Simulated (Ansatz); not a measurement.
Molecular dynamics of Cl2H4W

Input file:

```yaml
crystal:
  periodic: [false, false, false]
  atoms:
    - { symbol: W, position_ang: [-0.400983, 0.400983, 0.0] }
    - { symbol: H, position_ang: [0.220975, -0.220975, 1.427365] }
    - { symbol: H, position_ang: [1.223497, -0.021158, 0.0] }
    - { symbol: Cl, position_ang: [0.537238, 2.492861, 0.0] }
    - { symbol: Cl, position_ang: [-2.492861, -0.537238, 0.0] }
    - { symbol: H, position_ang: [0.021158, -1.223497, 0.0] }
    - { symbol: H, position_ang: [0.220975, -0.220975, -1.427365] }
basis:
  gaussian: { orbitals: def2-SVP }
hamiltonian:
  xc: pbe
  dispersion: d4
md:
  timestep: 0.5
  n_steps: 250
  ensemble: nve_milne
  temperature: 1000.0
  initial_velocities: maxwell_boltzmann
  seed: 500603
  masses: [{ species: H, mass: 2.014 }]
```

Launched with:

```bash
$ ansatz run input.yaml --threads 2 --pin off --max-ram 3072MiB --backend cpu --events-out ev --progress --plain --runs-dir out
```

It starts from a relaxed structure.

Output, in part (step lines, the closing report, with atoms numbered from 0):

```
md step     0: t =     0.00 fs  T =  1000.0 K  F+E_penalty+E_count = -26919.93493717 eV  E_kin = 0.646300 eV  conserved = -26919.28863718 eV  (30 SCF iters)
[... lines left out ...]
Total energy: -26919.61036022 eV, -989.2774339708 hartree
Atom 0 at    -0.393659     0.389265     0.003829 Å, force     0.654462    -0.505490    -0.927569 eV/Å
Atom 1 at    -0.056045    -0.448519     1.349635 Å, force     0.731976    -0.405618     0.944195 eV/Å
Atom 2 at     1.248997    -0.048767    -0.020757 Å, force    -0.154691     0.081569     0.415534 eV/Å
Atom 3 at     0.476816     2.491756    -0.017225 Å, force     0.074707     0.220820     0.152936 eV/Å
Atom 4 at    -2.471682    -0.470245     0.005704 Å, force    -0.696341    -0.323856    -0.133426 eV/Å
Atom 5 at     0.088470    -1.356604    -0.059183 Å, force    -0.530559     1.377081    -0.270099 eV/Å
Atom 6 at     0.427385     0.077177    -1.416446 Å, force    -0.079554    -0.444505    -0.181573 eV/Å
Dipole moment:    -0.220149     0.209928     0.020932 e Å
```

The steps, from the saved trajectory:

| time (fs) | T (K) | potential energy less start (eV) | conserved less start (meV/atom) |
| --- | --- | --- | --- |
| 0.0 | 1000 | 0.000 | 0.00 |
| 4.0 | 601 | 0.258 | 0.00 |
| 8.0 | 495 | 0.326 | 0.00 |
| 12.0 | 502 | 0.322 | 0.00 |
| 16.0 | 261 | 0.478 | 0.00 |
| 20.0 | 354 | 0.418 | 0.00 |
| 24.0 | 732 | 0.173 | 0.00 |
| 28.0 | 425 | 0.371 | 0.00 |
| 32.0 | 412 | 0.380 | 0.00 |
| 36.0 | 432 | 0.367 | 0.00 |
| 40.0 | 274 | 0.469 | 0.00 |
| 44.0 | 382 | 0.399 | 0.00 |
| 48.0 | 723 | 0.179 | 0.00 |
| 52.0 | 451 | 0.355 | 0.00 |
| 56.0 | 477 | 0.338 | 0.00 |
| 60.0 | 428 | 0.369 | 0.00 |
| 64.0 | 202 | 0.516 | 0.00 |
| 68.0 | 338 | 0.428 | 0.00 |
| 72.0 | 635 | 0.236 | 0.00 |
| 76.0 | 475 | 0.339 | 0.00 |
| 80.0 | 632 | 0.238 | 0.00 |
| 84.0 | 624 | 0.243 | 0.00 |
| 88.0 | 454 | 0.353 | 0.00 |
| 92.0 | 471 | 0.342 | 0.00 |
| 96.0 | 621 | 0.245 | 0.00 |
| 100.0 | 507 | 0.319 | 0.00 |
| 104.0 | 559 | 0.285 | 0.00 |
| 108.0 | 481 | 0.335 | 0.00 |
| 112.0 | 319 | 0.440 | 0.00 |
| 116.0 | 304 | 0.450 | 0.00 |
| 120.0 | 386 | 0.397 | 0.00 |
| 124.0 | 432 | 0.367 | 0.00 |

All steps were run. The conserved energy stayed within 0.0019 meV per atom of its start (net change 0.00029 meV per atom), so the integration is sound. Over the second half the temperature averaged 0.47 of the 1000 K drawn at the start: a run that starts near a minimum puts about half its kinetic energy into the potential. A run of 0.12 ps of so small a system gives no equilibrium averages.

The same pairs are bonded in the first frame and the last. Pairs count as bonded within 1.25 times the sum of covalent radii (0.12 Å more for H–H).

Last frame:

```xyz
7
Properties=species:S:1:pos:R:3
W -0.394 0.389 0.004
H -0.056 -0.449 1.350
H 1.249 -0.049 -0.021
Cl 0.477 2.492 -0.017
Cl -2.472 -0.470 0.006
H 0.088 -1.357 -0.059
H 0.427 0.077 -1.416
```

Run time: 6 min on 2 threads of Arm Neoverse V2, on a shared host, peak memory 0.13 GiB.
